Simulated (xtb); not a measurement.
BaF2, triplet, from a rough starting geometry (GFN-xTB shapes and energies of metal compounds can be far from the true ones) (a higher spin typed on purpose: for a closed-shell molecule this is an excited state); GFN2-xTB in xtb.

xtb was given this input:
```
$ xtb mol.xyz --gfn 2 --uhf 2 --opt vtight --json

# file mol.xyz
3

Ba     0.01777084     0.02109276     0.02729199
F     -0.29681323     1.55641789    -1.40892089
F      0.27278122    -1.59345451     1.41284899
```

Predict the main parts of the log of this xtb run.


```
   ID    Z sym.   atoms
    1   56 Ba     1
    2    9 F      2, 3

           -------------------------------------------------
          |                Calculation Setup                |
           -------------------------------------------------

           -------------------------------------------------
          |                 G F N 2 - x T B                 |
           -------------------------------------------------

          ...................................................
          :                      SETUP                      :
          :.................................................:
          :  # basis functions                  18          :
          :  # atomic orbitals                  17          :
          :  # shells                            7          :
          :  # electrons                        16          :
          :  max. iterations                   250          :
          :  Hamiltonian                  GFN2-xTB          :
          :  restarted?                      false          :
          :  GBSA solvation                  false          :
          :  PC potential                    false          :
          :  electronic temp.          300.0000000     K    :
          :  accuracy                    1.0000000          :
          :  -> integral cutoff          0.2500000E+02      :
          :  -> integral neglect         0.1000000E-07      :
          :  -> SCF convergence          0.1000000E-05 Eh   :
          :  -> wf. convergence          0.1000000E-03 e    :
          :  Broyden damping             0.4000000          :
          :  net charge                          0          :
          :  unpaired electrons                  2          :
          ...................................................

 iter      E             dE          RMSdq      gap      omega  full diag
   1     -4.6351951 -0.463520E+01  0.111E+02    0.79       0.0  T
   2     -9.7082703 -0.507308E+01  0.243E+01    6.33       1.0  T
   3     -9.7655394 -0.572692E-01  0.266E+01    7.14       1.0  T
   4     -9.7921823 -0.266429E-01  0.252E+01    6.85       1.0  T
   5     -9.7955208 -0.333851E-02  0.228E+01    6.48       1.0  T
   6     -9.8150617 -0.195409E-01  0.226E+01    6.43       1.0  T
   7     -9.9035633 -0.885016E-01  0.211E+01    6.35       1.0  T
   8     -9.6399365  0.263627E+00  0.962E+00    5.23       1.0  T
   9     -9.6840983 -0.441617E-01  0.950E+00    5.25       1.0  T
  10     -9.6983214 -0.142231E-01  0.950E+00    5.27       1.0  T
  11     -9.8101595 -0.111838E+00  0.608E+00    5.36       1.0  T
  12     -9.7390129  0.711466E-01  0.699E+00    4.93       1.0  T
  13     -9.7375219  0.149108E-02  0.684E+00    4.79       1.0  T
  14     -9.7364580  0.106386E-02  0.688E+00    4.79       1.0  T
  15     -9.7348327  0.162529E-02  0.692E+00    4.80       1.0  T
  16     -9.7301219  0.471079E-02  0.714E+00    4.84       1.0  T
  17     -9.7957159 -0.655940E-01  0.584E+00    4.98       1.0  T
  18     -9.8020040 -0.628813E-02  0.570E+00    5.00       1.0  T
  19     -9.8144301 -0.124261E-01  0.538E+00    5.02       1.0  T
  20     -9.8224559 -0.802573E-02  0.513E+00    5.01       1.0  T
  21     -9.8336297 -0.111739E-01  0.480E+00    5.01       1.0  T
  22     -9.8441974 -0.105677E-01  0.434E+00    4.97       1.0  T
  23     -9.9454223 -0.101225E+00  0.140E+00    4.93       1.0  T
  24     -9.8449329  0.100489E+00  0.428E+00    4.92       1.0  T
  25     -9.8961804 -0.512476E-01  0.312E+00    4.90       1.0  T
  26     -9.9111387 -0.149583E-01  0.271E+00    4.91       1.0  T
  27     -9.8567320  0.544067E-01  0.398E+00    4.91       1.0  T
  28     -9.9001318 -0.433998E-01  0.299E+00    4.92       1.0  T
  29     -9.8933928  0.673894E-02  0.316E+00    4.93       1.0  T
  30     -9.8571165  0.362763E-01  0.396E+00    4.92       1.0  T
  31     -9.8542140  0.290255E-02  0.403E+00    4.92       1.0  T
  32     -9.8458185  0.839552E-02  0.427E+00    4.91       1.0  T
  33     -9.8687227 -0.229042E-01  0.379E+00    4.91       1.0  T
  34     -9.8716957 -0.297300E-02  0.392E+00    4.89       1.0  T
  35     -9.8384383  0.332574E-01  0.534E+00    4.78       1.0  T
  36     -9.8387552 -0.316915E-03  0.536E+00    4.80       1.0  T
  37     -9.8511906 -0.124354E-01  0.469E+00    4.82       1.0  T
  38     -9.8418329  0.935773E-02  0.465E+00    4.90       1.0  T
  39     -9.8428357 -0.100283E-02  0.499E+00    4.84       1.0  T
  40     -9.8353139  0.752176E-02  0.513E+00    4.86       1.0  T
  41     -9.8957151 -0.604011E-01  0.441E+00    4.80       1.0  T
  42     -9.8348359  0.608792E-01  0.587E+00    4.77       1.0  T
  43     -9.8441960 -0.936018E-02  0.592E+00    4.76       1.0  T
  44     -9.8699588 -0.257628E-01  0.492E+00    4.79       1.0  T
  45     -9.8385422  0.314167E-01  0.499E+00    4.83       1.0  T
  46     -9.8472089 -0.866673E-02  0.441E+00    4.86       1.0  T
  47     -9.8272928  0.199161E-01  0.514E+00    4.99       1.0  T
  48     -9.8439028 -0.166100E-01  0.441E+00    4.94       1.0  T
  49     -9.8512575 -0.735477E-02  0.408E+00    4.97       1.0  T
  50     -9.8460553  0.520219E-02  0.448E+00    5.04       1.0  T
  51     -9.8259646  0.200907E-01  0.524E+00    4.99       1.0  T
  52     -9.8420890 -0.161244E-01  0.445E+00    4.98       1.0  T
  53     -9.8438076 -0.171853E-02  0.436E+00    4.96       1.0  T
  54     -9.8466104 -0.280282E-02  0.424E+00    4.96       1.0  T
  55     -9.8570807 -0.104703E-01  0.396E+00    4.96       1.0  T
  56     -9.9351940 -0.781133E-01  0.182E+00    4.96       1.0  T
  57     -9.8472650  0.879290E-01  0.420E+00    4.96       1.0  T
  58     -9.9549411 -0.107676E+00  0.635E-01    4.96       1.0  T
  59     -9.9470961  0.784498E-02  0.129E+00    4.96       1.0  T
  60     -9.9193998  0.276963E-01  0.241E+00    4.95       1.0  T
  61     -9.8457471  0.736528E-01  0.426E+00    4.97       1.0  T
  62     -9.8477293 -0.198222E-02  0.420E+00    4.97       1.0  T
[...]
 193     -9.9559072 -0.142684E-01  0.151E-01    5.03       1.0  T
 194     -9.9250463  0.308610E-01  0.221E+00    5.03       1.0  T
 195     -9.8588509  0.661954E-01  0.395E+00    5.05       1.0  T
 196     -9.8429648  0.158861E-01  0.442E+00    5.07       1.0  T
 197     -9.8369216  0.604320E-02  0.472E+00    5.07       1.0  T
 198     -9.8357806  0.114100E-02  0.478E+00    5.06       1.0  T
 199     -9.8378879 -0.210732E-02  0.468E+00    5.07       1.0  T
 200     -9.8383719 -0.484036E-03  0.466E+00    5.07       1.0  T
 201     -9.8392691 -0.897131E-03  0.458E+00    5.06       1.0  T
 202     -9.8438230 -0.455394E-02  0.434E+00    5.04       1.0  T
 203     -9.8470657 -0.324274E-02  0.420E+00    5.03       1.0  T
 204     -9.8485715 -0.150572E-02  0.413E+00    5.01       1.0  T
 205     -9.8502788 -0.170737E-02  0.408E+00    5.00       1.0  T
 206     -9.8576162 -0.733738E-02  0.390E+00    5.00       1.0  T
 207     -9.9541983 -0.965821E-01  0.576E-01    5.00       1.0  T
 208     -9.9440859  0.101124E-01  0.136E+00    5.00       1.0  T
 209     -9.9044298  0.396561E-01  0.281E+00    5.00       1.0  T
 210     -9.9121303 -0.770048E-02  0.259E+00    5.02       1.0  T
 211     -9.8497528  0.623775E-01  0.413E+00    5.01       1.0  T
 212     -9.8465713  0.318151E-02  0.427E+00    5.01       1.0  T
 213     -9.8455179  0.105338E-02  0.431E+00    5.01       1.0  T
 214     -9.8476442 -0.212630E-02  0.419E+00    5.01       1.0  T
 215     -9.8893088 -0.416646E-01  0.321E+00    5.01       1.0  T
 216     -9.8474254  0.418834E-01  0.418E+00    5.00       1.0  T
 217     -9.8538067 -0.638126E-02  0.398E+00    5.00       1.0  T
 218     -9.8621730 -0.836631E-02  0.380E+00    5.00       1.0  T
 219     -9.8475376  0.146354E-01  0.414E+00    5.00       1.0  T
 220     -9.9514135 -0.103876E+00  0.863E-01    4.99       1.0  T
 221     -9.9253143  0.260992E-01  0.216E+00    5.00       1.0  T
 222     -9.8723457  0.529686E-01  0.359E+00    5.00       1.0  T
 223     -9.8538206  0.185251E-01  0.399E+00    5.00       1.0  T
 224     -9.8533941  0.426495E-03  0.399E+00    5.01       1.0  T
 225     -9.8997566 -0.463625E-01  0.293E+00    5.00       1.0  T
 226     -9.8683757  0.313809E-01  0.367E+00    5.00       1.0  T
 227     -9.8545753  0.138004E-01  0.398E+00    5.00       1.0  T
 228     -9.8587664 -0.419110E-02  0.387E+00    5.00       1.0  T
 229     -9.8609232 -0.215674E-02  0.383E+00    5.00       1.0  T
 230     -9.8582495  0.267363E-02  0.389E+00    5.00       1.0  T
 231     -9.8593060 -0.105644E-02  0.387E+00    5.00       1.0  T
 232     -9.8556194  0.368658E-02  0.394E+00    5.00       1.0  T
 233     -9.8625214 -0.690204E-02  0.380E+00    5.00       1.0  T
 234     -9.8541589  0.836252E-02  0.398E+00    5.00       1.0  T
 235     -9.8665125 -0.123536E-01  0.371E+00    5.00       1.0  T
 236     -9.8541203  0.123922E-01  0.398E+00    5.00       1.0  T
 237     -9.8671889 -0.130686E-01  0.369E+00    5.00       1.0  T
 238     -9.8544095  0.127793E-01  0.397E+00    5.00       1.0  T
 239     -9.8669225 -0.125129E-01  0.370E+00    5.00       1.0  T
 240     -9.8550517  0.118708E-01  0.396E+00    5.00       1.0  T
 241     -9.8652723 -0.102205E-01  0.374E+00    5.00       1.0  T
 242     -9.8556104  0.966188E-02  0.394E+00    5.00       1.0  T
 243     -9.8638739 -0.826348E-02  0.377E+00    5.00       1.0  T
 244     -9.8561175  0.775633E-02  0.393E+00    5.00       1.0  T
 245     -9.8626091 -0.649155E-02  0.379E+00    5.00       1.0  T
 246     -9.8564103  0.619882E-02  0.393E+00    5.00       1.0  T
 247     -9.8619222 -0.551191E-02  0.381E+00    5.00       1.0  T
 248     -9.8566128  0.530933E-02  0.392E+00    5.00       1.0  T
 249     -9.8615362 -0.492337E-02  0.382E+00    5.00       1.0  T
 250     -9.8567951  0.474110E-02  0.392E+00    5.00       1.0  T

   *** convergence criteria cannot be satisfied within 250 iterations ***

         #    Occupation            Energy/Eh            Energy/eV
      -------------------------------------------------------------
         1        2.0000           -0.8041812             -21.8829
       ...           ...                  ...                  ...
         3        1.9995           -0.5045921             -13.7306
         4        1.9995           -0.5045571             -13.7297
         5        1.9995           -0.5045026             -13.7282
         6        1.7242           -0.4982867             -13.5591
         7        1.7235           -0.4982834             -13.5590
         8        1.5539           -0.4975750             -13.5397
         9        1.0000           -0.3690920             -10.0435 (HOMO)
        10                         -0.1853733              -5.0443 (LUMO)
        11                         -0.1852549              -5.0410
        12                         -0.0357522              -0.9729
ERROR STOP

Error termination. Backtrace:
        13                         -0.0357521              -0.9729
        14                          0.0177899               0.4841
       ...                                ...                  ...
        17                          0.8324755              22.6528
      -------------------------------------------------------------
                  HL-Gap            0.1837187 Eh            4.9992 eV
             Fermi-level           -0.3873011 Eh          -10.5390 eV

 transition dipole moment (au) for excitation:           8           9
     X       Y       Z
   0.0769  -0.3096   0.3119  total (au/Debye):    0.446   1.134
 dE (eV)             :    3.496
 oscillator strength :  0.24110E-01

########################################################################
[ERROR] Program stopped due to fatal error
-3- Single point calculation terminated
-2- xtb_calculator_singlepoint: Electronic structure method terminated
-1- scf: Self consistent charge iterator did not converge
########################################################################

abnormal termination of xtb
```

The run did not converge; its last values are not results.
